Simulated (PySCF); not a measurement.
Diatomic cations of Cs with the second period

r²SCAN with double-zeta basis sets in PySCF, for the lowest determinant that a PBE0 search found; no spin–orbit coupling. De refers to high-spin ground-configuration atoms (the charge goes to the atom of lower measured ionisation energy or higher electron affinity, which is not always the lowest computed limit). A positive dipole points towards Cs; it is taken about the centre of mass and depends on that origin.

```json
{"M": "Li", "basis": "def2-SVP", "charged atom": "Cs+", "state (unpaired electrons)": "doublet (σ ↑)", "Re (Å)": "4.312", "ωe (cm⁻¹)": "118", "De (eV)": "0.39", "μ (D)": "-4.65"}
{"M": "Be", "basis": "def2-SVPD", "charged atom": "Cs+", "state (unpaired electrons)": "singlet (closed shell)", "Re (Å)": "4.027", "ωe (cm⁻¹)": "98.9", "De (eV)": "0.15", "μ (D)": "-0.84"}
{"M": "B", "basis": "def2-SVP", "charged atom": "Cs+", "state (unpaired electrons)": "doublet (σ ↑)", "Re (Å)": "3.833", "ωe (cm⁻¹)": "108", "De (eV)": "0.23", "μ (D)": "0.12"}
{"M": "N", "basis": "def2-SVPD", "charged atom": "Cs+", "state (unpaired electrons)": "quartet (σ ↑, π ↑↑)", "Re (Å)": "3.495", "ωe (cm⁻¹)": "77.9", "De (eV)": "0.09", "μ (D)": "1.08"}
{"M": "O", "basis": "def2-SVP", "charged atom": "Cs+", "state (unpaired electrons)": "triplet (π ↑↑)", "Re (Å)": "3.326", "ωe (cm⁻¹)": "113", "De (eV)": "0.22", "μ (D)": "1.21"}
{"M": "F", "basis": "def2-SVP", "charged atom": "Cs+", "state (unpaired electrons)": "doublet (π ↑)", "Re (Å)": "3.204", "ωe (cm⁻¹)": "105", "De (eV)": "0.18", "μ (D)": "1.57"}
```

The shortest bond is that of CsF⁺ (3.204 Å), the longest that of CsLi⁺ (4.312 Å).

The rows differ in basis set, which adds steps of its own.

The state changes along the series, so neighbouring rows are not always alike in their bonding.

Closed-shell solutions of metal pairs were not tested for spin polarisation, which can lower them a little. Weak bonds: CsBe⁺, CsB⁺, CsF⁺, CsLi⁺, CsN⁺, CsO⁺. Basis-set superposition, not corrected here, can be much of De in a small basis, most of all at correlated wavefunction levels. These are scalar-relativistic numbers at best; spin–orbit coupling would shift them, the dissociation energy most. For an ion De counts to the pair picked by the measured ionisation energies or electron affinities, which need not be the lowest pair at this level. States were picked by a PBE0 search and need not be the measured ground states.
